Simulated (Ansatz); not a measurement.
Cost and result for the atomization energy of FH₆NOSiSn (`N[SiH](F)[O][SnH3]`) (11 atoms, 10 bonds).

Cartesian coordinates in Å:
```
N -0.841 0.591 1.366
Si 0.482 -0.477 1.181
F 1.750 0.421 1.556
O 0.544 -1.016 -0.334
Sn 0.107 -0.022 -1.987
H -1.786 0.263 1.250
H -0.795 1.326 2.054
H 0.521 -1.649 2.079
H -1.593 0.011 -2.092
H 0.798 1.528 -1.870
H 0.814 -0.977 -3.204
```

The species carries charge 0 and has multiplicity 1. Correlated methods include outer-core shells of Sn, which these sets cover unevenly. Sn takes the def2 core potential. The geometry is a stationary point of PBE0-D4/def2-TZVP. It is one conformer, not always the lowest. Program: Ansatz. Hardware: A = 2 threads of an AMD EPYC 7R13 on a shared host; B = 2 threads of an AMD EPYC 7R13 on a shared host and a share of an NVIDIA H100 80 GB. Times are those of one run each, without the atoms' runs, and a repeat can differ threefold. Electronic energies, without spin–orbit coupling; frozen cores. CCSD(T)/CBS adds CCSD(T) − MP2 in def2-TZVPP to the MP2 limit, and its time is that of the two runs behind it. T1 = 0.013. With those shells the extrapolation isn't a true limit. B3LYP takes the VWN-RPA correlation (the form of Gaussian; ORCA's B3LYP/G).

CCSD(T)/CBS is a level of theory with its own doubt, some kJ/mol a heavy atom from the limit and from the frozen cores, so smaller differences don't rank the functionals.

| level | functions | atomization (kJ/mol) | difference from CCSD(T)/CBS | per bond |
| --- | --- | --- | --- | --- |
| PBE0-D4/def2-TZVPP [A] | 269 | 3631.5 | -98.6 | -9.9 |
| r2SCAN-D4/def2-TZVPP (with forces) [A] | 269 | 3681.2 | -48.9 | -4.9 |
| CCSD(T)/def2-TZVPP [B] | 269 | 3607.8 | -122.3 | -12.2 |
| CCSD(T)/CBS(def2) | – | 3730.1 | 0.0 | 0.0 |
| B3LYP-D4/def2-TZVPP (with forces) [A] | 269 | 3680.4 | -49.7 | -5.0 |
| ωB97X-V/def2-TZVPP [A] | 269 | 3725.0 | -5.1 | -0.5 |
| PBE-D4/def2-TZVPP (with forces) [A] | 269 | 3700.2 | -29.9 | -3.0 |
| MP2/def2-QZVPP [B] | 503 | 3722.6 | -7.5 | -0.7 |
| ωB97M-V/def2-TZVPP (with forces) [A] | 269 | 3705.4 | -24.7 | -2.5 |
| B2PLYP/def2-TZVPP [A] | 269 | 3645.0 | -85.1 | -8.5 |

Order the runs by time, with rough figures. (An estimate is asked.)

Computed: PBE-D4/def2-TZVPP (with forces) [A] 3.9 s; PBE0-D4/def2-TZVPP [A] 6 s; MP2/def2-QZVPP [B] 6.5 s; r2SCAN-D4/def2-TZVPP (with forces) [A] 7.5 s; B3LYP-D4/def2-TZVPP (with forces) [A] 8.5 s; CCSD(T)/def2-TZVPP [B] 9.5 s; B2PLYP/def2-TZVPP [A] 10 s; ωB97X-V/def2-TZVPP [A] 13 s; CCSD(T)/CBS(def2) 16 s; ωB97M-V/def2-TZVPP (with forces) [A] 18 s.

In def2-TZVPP, CCSD(T) changes the Hartree–Fock value by +1002.6 kJ/mol (the triples alone add +54.0 kJ/mol) and MP2 by +1042.3 kJ/mol; breaking electron pairs costs correlation energy, which Hartree–Fock lacks. From PBE to PBE0 (25 % exact exchange), in def2-TZVPP and without D4, the atomization energy moves by −65.0 kJ/mol: exact exchange takes away binding that semilocal exchange gives to molecules. The D4 term adds +40.9 kJ/mol with B3LYP and +21.6 kJ/mol with PBE0; it sums over pairs of atoms, weighted by their polarisabilities, and B3LYP, whose exchange is more repulsive, gets the larger term.

Spin–orbit coupling would lower the free Sn atoms strongly, and the atomization energy with them, by more than many differences here. For some Ge, Se and Sn compounds the MP2-based and the directly extrapolated limit differ by 10 to 25 kJ/mol.
